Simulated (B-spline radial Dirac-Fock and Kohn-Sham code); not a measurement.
**Width and fluorescence yield of the L1 (2s) hole, Cr to Rb**

Method: a relativistic independent-particle model: LDA orbitals of the hole state, radiative multipoles to third order, Auger rates from the Coulomb interaction with a continuum orbital, Dirac-Fock energies. Computed with a radial finite-basis atomic code. Free neutral atoms. Recommended widths: Campbell and Papp (2001); yields: xraylib tables.

| Z | element | Γ (eV) | recommended Γ | ω | Coster-Kronig yield | tabulated ω |
| --- | --- | --- | --- | --- | --- | --- |
| 24 | Cr | 6.65 | 5.20 | 0.000279 | 0.962 | – |
| 25 | Mn | 6.64 | 6.20 | 0.000357 | 0.956 | 0.000840 |
| 26 | Fe | 7.29 | 7.00 | 0.000397 | 0.955 | 0.00100 |
| 27 | Co | 7.92 | 7.20 | 0.000443 | 0.954 | 0.00120 |
| 28 | Ni | ? | ? | ? | ? | ? |
| 29 | Cu | 9.14 | 5.50 | 0.000536 | 0.952 | 0.00160 |
| 30 | Zn | 9.65 | 4.80 | 0.000612 | 0.949 | 0.00180 |
| 31 | Ga | 8.79 | 4.10 | 0.000815 | 0.939 | 0.00210 |
| 32 | Ge | 9.03 | 3.80 | 0.000959 | 0.935 | 0.00240 |
| 33 | As | 8.01 | 3.80 | 0.00130 | 0.921 | 0.00280 |
| 34 | Se | 8.20 | 3.80 | 0.00153 | 0.917 | 0.00320 |
| 35 | Br | 8.40 | 3.80 | 0.00179 | 0.913 | 0.00360 |
| 36 | Kr | 7.83 | 3.75 | 0.00229 | 0.901 | 0.00410 |
| 37 | Rb | 6.38 | 3.75 | 0.00330 | 0.870 | 0.00460 |

**Question.** What does the model give for Ni?

**Answer.** Γ = 8.52 eV, ω = 0.000493, Coster-Kronig yield 0.953; the recommended width is 6.40 eV; the tabulated yield is 0.00140.
